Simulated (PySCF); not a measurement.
# SiH₄ + Br₂ → SiH₂ + 2 HBr

Level: PBE0 in the def2-TZVP basis family, all electrons, no relativity, computed in PySCF with density fitting; open shells unrestricted.

```json
{"species": "SiH₄", "state and structure": "singlet, Td, Si–H 1.485 Å (×4)", "ZPE (kJ/mol)": "81.5", "H(298 K) − H(0) (kJ/mol)": "10.5", "S° (J/(mol K))": "204.7"}
{"species": "Br₂", "state and structure": "singlet, D∞h, Br–Br 2.281 Å", "ZPE (kJ/mol)": "2.0", "H(298 K) − H(0) (kJ/mol)": "9.7", "S° (J/(mol K))": "244.8"}
{"species": "SiH₂", "state and structure": "singlet, C2v, Si–H 1.526 Å (×2); H–Si–H 91.1°", "ZPE (kJ/mol)": "30.6", "H(298 K) − H(0) (kJ/mol)": "10.0", "S° (J/(mol K))": "207.5"}
{"species": "HBr", "state and structure": "singlet, C∞v, H–Br 1.421 Å", "ZPE (kJ/mol)": "16.0", "H(298 K) − H(0) (kJ/mol)": "8.7", "S° (J/(mol K))": "198.5"}
```

(1) Is the gas-phase reaction uphill or downhill in electronic energy at this level, and by how much?

(2) Add zero-point, thermal and entropy terms for 298.15 K and 1 bar.

## Answers

(1) At PBE0/def2-TZVP, ΔE = 158.6 kJ/mol, uphill. 

(2) ΔZPE = -20.9 and Δ[H(298) − H(0)] = 7.2 kJ/mol give ΔH° = 144.9 kJ/mol. ΔS° = 155.0 J/(mol K), so ΔG° = 144.9 − 298.15 × (0.1550) = 99 kJ/mol and log₁₀K = -17.3. ΔG° would change sign near 930 K if ΔH° and ΔS° stayed fixed.

Each species is the lowest minimum found with this bonding; other isomers or fragments can lie lower.
